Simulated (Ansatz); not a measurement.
The pair A = HF (SMILES F) (first 2 atoms), B = AsH3 (SMILES [AsH3]); geometry from B3LYP-D3(BJ)/def2-TZVP.
(charge 0, multiplicity 1):
```xyz
6

F      0.833    -0.560    -0.255
H      0.551    -0.322     0.606
As    -0.166     0.284     2.810
H      0.624    -0.092     4.049
H     -1.495    -0.171     3.384
H     -0.353     1.730     3.232
```

Correlated levels freeze the cores. Filled d and f shells under p-block atoms count as core.

Run with Ansatz (Gaussian orbitals). Values without a source in brackets are computed.

Total energies (hartree), monomers frozen at their geometry in the pair:

| structure | HF/aug-cc-pVDZ | HF/aug-cc-pVTZ | CCSD(T)/aug-cc-pVDZ |
|---|---|---|---|
| AB | -2335.9370768 | -2336.0379684 | -2336.3340553 |
| A in the pair's basis | -100.0323886 | -100.0598495 | -100.2641132 |
| B in the pair's basis | -2235.9008094 | -2235.9741162 | -2236.0648223 |
| A | -100.0322346 | -100.0597891 | -100.2634721 |
| B | -2235.9006713 | -2235.9740929 | -2236.0637121 |

Q: Work out the interaction energy without and with the counterpoise correction, and the superposition error, for each level.

A: 
E(AB) − E(A) − E(B), times 627.509 kcal/mol, with the monomers in their own basis and then in the pair's basis:
- HF/aug-cc-pVDZ: -2.62 uncorrected, -2.43 corrected; the monomers gain 0.18 kcal/mol from borrowed functions
- HF/aug-cc-pVTZ: -2.56 uncorrected, -2.51 corrected; the monomers gain 0.05 kcal/mol from borrowed functions
- CCSD(T)/aug-cc-pVDZ: -4.31 uncorrected, -3.21 corrected; the monomers gain 1.10 kcal/mol from borrowed functions

Ansatz is a quantum-chemistry and plane-wave program.
